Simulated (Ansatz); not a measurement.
Mulliken charges of C$_{4}$H$_{3}$ClSe, SMILES `Clc1ccc[se]1` from PBE/def2-TZVPP in Ansatz (PBE0-D4/def2-TZVP geometry).

```json
{"atom": "Cl1", "x (Å)": "2.122", "y (Å)": "-0.007", "z (Å)": "-2.141", "charge (e)": "-0.075"}
{"atom": "C2", "x (Å)": "0.887", "y (Å)": "0.134", "z (Å)": "-0.976", "charge (e)": "-0.026"}
{"atom": "C3", "x (Å)": "0.539", "y (Å)": "-0.798", "z (Å)": "-0.053", "charge (e)": "-0.114"}
{"atom": "C4", "x (Å)": "-0.534", "y (Å)": "-0.403", "z (Å)": "0.792", "charge (e)": "-0.152"}
{"atom": "C5", "x (Å)": "-1.040", "y (Å)": "0.831", "z (Å)": "0.550", "charge (e)": "-0.168"}
{"atom": "Se6", "x (Å)": "-0.162", "y (Å)": "1.668", "z (Å)": "-0.852", "charge (e)": "0.207"}
{"atom": "H7", "x (Å)": "1.043", "y (Å)": "-1.753", "z (Å)": "0.020", "charge (e)": "0.107"}
{"atom": "H8", "x (Å)": "-0.919", "y (Å)": "-1.045", "z (Å)": "1.575", "charge (e)": "0.112"}
{"atom": "H9", "x (Å)": "-1.848", "y (Å)": "1.326", "z (Å)": "1.066", "charge (e)": "0.110"}
```

By hand: the dipole of these point charges (1 e Å = 4.8032 D).

Σ q r = (-0.216, 0.196, 0.099) e Å, of length 0.308 e Å = 1.48 D.

How does the dipole of the full density compare? (An estimate is asked.)

Computed: (-0.184, -0.018, 0.198) e Å, 1.30 D; the point charges give 1.14 times that, at 48° from its direction.

Point charges leave out the atoms' own dipoles, such as those of lone pairs, and Mulliken's split depends on the basis, so the two needn't agree.
